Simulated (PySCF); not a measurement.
CH7GeSi, GeH4NSi, BGeH6NSi (calculated)

Calculation on a computer-drawn molecule: the log of a Hartree-Fock and frozen-core CCSD(T) single point meant for a local Hartree-Fock minimum, with one planted fault or none, to be diagnosed. Offsets are logged minus clean, where the clean run is the same molecule without the fault. The reference is restricted for singlets and unrestricted otherwise, and also for a bond in bohr or an excited solution. Adding or removing an electron swaps singlet and doublet. The excited solution moves the top pair (singlet) or top alpha electron (doublet) to the lowest empty orbital. Highest occupied and lowest empty are orbital energies over both spins, largest force is the largest gradient component, triples share is (T) over the correlation energy, the T1 limit is 0.02 restricted and 0.045 unrestricted, electrons count all cores, a negative frequency is imaginary (commonest isotopes), and the dipole is about the centre of nuclear charge; on germanium a core potential holds 10 electrons, which the energies leave out, and 3d is frozen in MP2 and coupled-cluster steps. Program: PySCF 2.14.0.

Common to all runs: meant charge 0; meant basis cc-pV(D+d)Z; meant basis and core potential on germanium cc-pVDZ-PP ECP10MDF; logged SCF converged yes; logged CC converged yes; logged SCF stable within its kind yes; possible faults no fault, one electron removed, one electron added, multiplicity raised by two, geometry at a saddle point, SCF held on an excited solution, minimal basis STO-3G, one bond length entered in bohr, all coordinates scaled.

(1) 
```xyz
10
formula=CH7GeSi meant_multiplicity=2 logged_electrons=59 logged_basis_functions=95 logged_spin_squared=1.2371 logged_highest_occupied=-8.7587 logged_lowest_empty=1.05 logged_largest_force=0.017574 logged_T1_diagnostic=0.037034 logged_D1_diagnostic=0.15739 logged_triples_share=0.030214 logged_dipole_magnitude=1.4727 logged_energy_HF=-624.11085 logged_energy_CCSD(T)=-624.50293 planted_fault=one_bond_length_entered_in_bohr,row_4_of_the_drawn_bonds HF_energy_offset_from_clean_run=62.83 CCSD(T)_energy_offset_from_clean_run=68.57
Si    -1.5599    -1.5559     0.3850
C      0.2373    -1.8847    -0.0788
Ge     1.5855    -0.7649     0.8324
H     -1.7954    -1.7998     1.8308
H     -2.3059     1.0757    -0.2424
H      0.4780    -2.9309     0.1347
H      0.3625    -1.7417    -1.1566
H      2.9914    -1.1475     0.3510
H      1.3407     0.7159     0.5202
H      1.5070    -0.9729     2.3492
```

Units: logged_highest_occupied, logged_lowest_empty in eV; logged_largest_force in hartree/bohr; logged_dipole_magnitude in debye; logged_energy_HF, logged_energy_CCSD(T) in hartree; HF_energy_offset_from_clean_run, CCSD(T)_energy_offset_from_clean_run in kcal/mol.

Drawn bonds:
```tsv
atom	other atom	order
1	2	1
2	3	1
1	4	1
1	5	1
2	6	1
2	7	1
3	8	1
3	9	1
3	10	1
```

(2) 
```xyz
7
formula=GeH4NSi meant_multiplicity=2 logged_electrons=57 logged_basis_functions=80 logged_spin_squared=1.6658 logged_highest_occupied=-8.1434 logged_lowest_empty=1.0564 logged_largest_force=0.014407 logged_T1_diagnostic=0.050949 logged_D1_diagnostic=0.19197 logged_triples_share=0.04331 logged_dipole_magnitude=2.3445 logged_energy_HF=-638.92014 logged_energy_CCSD(T)=-639.30405 planted_fault=one_bond_length_entered_in_bohr,row_3_of_the_drawn_bonds HF_energy_offset_from_clean_run=67.2 CCSD(T)_energy_offset_from_clean_run=73.78
Si     1.0918     0.3752     0.1475
N      0.1217     1.0710    -0.8615
Ge    -0.4625     1.0901    -2.5827
H      1.2520     1.1623     2.8095
H      2.0191    -0.7400    -0.1324
H     -1.9816     0.8222    -2.5979
H     -0.1779     2.4786    -3.1916
```

Units: logged_highest_occupied, logged_lowest_empty in eV; logged_largest_force in hartree/bohr; logged_dipole_magnitude in debye; logged_energy_HF, logged_energy_CCSD(T) in hartree; HF_energy_offset_from_clean_run, CCSD(T)_energy_offset_from_clean_run in kcal/mol.

Drawn bonds:
```tsv
atom	other atom	order
1	2	1
2	3	2
1	4	1
1	5	1
3	6	1
3	7	1
```

Notes: T1 above single-reference limit.

(3) 
```xyz
10
formula=BGeH6NSi meant_multiplicity=1 logged_electrons=63 logged_basis_functions=104 logged_spin_squared=0.7734 logged_highest_occupied=-15.438 logged_lowest_empty=-6.8308 logged_largest_force=0.077879 logged_T1_diagnostic=0.047176 logged_D1_diagnostic=0.25078 logged_triples_share=0.034742 logged_dipole_magnitude=4.0245 logged_energy_HF=-664.6159 logged_energy_CCSD(T)=-665.10673 planted_fault=one_electron_removed HF_energy_offset_from_clean_run=174.1 CCSD(T)_energy_offset_from_clean_run=195.5
Si    -1.3637     2.0703     1.3501
B     -1.4229     0.2744     0.3548
N     -0.2746    -0.4416     0.1278
Ge     1.1366    -1.2668    -0.1306
H     -1.8965     3.1745     0.5041
H      0.0187     2.4449     1.7564
H     -2.1982     2.0319     2.5834
H     -2.4862    -0.1535    -0.0334
H      1.6579    -2.2854     0.8635
H      1.9716    -1.0485    -1.3768
```

Units: logged_highest_occupied, logged_lowest_empty in eV; logged_largest_force in hartree/bohr; logged_dipole_magnitude in debye; logged_energy_HF, logged_energy_CCSD(T) in hartree; HF_energy_offset_from_clean_run, CCSD(T)_energy_offset_from_clean_run in kcal/mol.

Drawn bonds:
```tsv
atom	other atom	order
1	2	1
2	3	1
3	4	2
1	5	1
1	6	1
1	7	1
2	8	1
4	9	1
4	10	1
```

Notes: T1 above single-reference limit.

(4) 
```xyz
10
formula=BGeH6NSi meant_multiplicity=1 logged_electrons=64 logged_basis_functions=104 logged_spin_squared=2.0423 logged_highest_occupied=-6.8284 logged_lowest_empty=-0.055223 logged_largest_force=0.13207 logged_T1_diagnostic=0.034343 logged_D1_diagnostic=0.18851 logged_triples_share=0.030741 logged_dipole_magnitude=0.67195 logged_energy_HF=-664.83378 logged_energy_CCSD(T)=-665.31823
Si    -1.3637     2.0703     1.3501
B     -1.4229     0.2744     0.3548
N     -0.2746    -0.4416     0.1278
Ge     1.1366    -1.2668    -0.1306
H     -1.8965     3.1745     0.5041
H      0.0187     2.4449     1.7564
H     -2.1982     2.0319     2.5834
H     -2.4862    -0.1535    -0.0334
H      1.6579    -2.2854     0.8635
H      1.9716    -1.0485    -1.3768
```

Units: logged_highest_occupied, logged_lowest_empty in eV; logged_largest_force in hartree/bohr; logged_dipole_magnitude in debye; logged_energy_HF, logged_energy_CCSD(T) in hartree.

Drawn bonds:
```tsv
atom	other atom	order
1	2	1
2	3	1
3	4	2
1	5	1
1	6	1
1	7	1
2	8	1
4	9	1
4	10	1
```

To be estimated
1. Which fault was planted in the run of BGeH6NSi (entry 4)?

## Answers
1. multiplicity raised by two

Further results for BGeH6NSi (entry 4):

- HF energy offset from clean run: 37.39 kcal/mol
- CCSD(T) energy offset from clean run: 62.77 kcal/mol
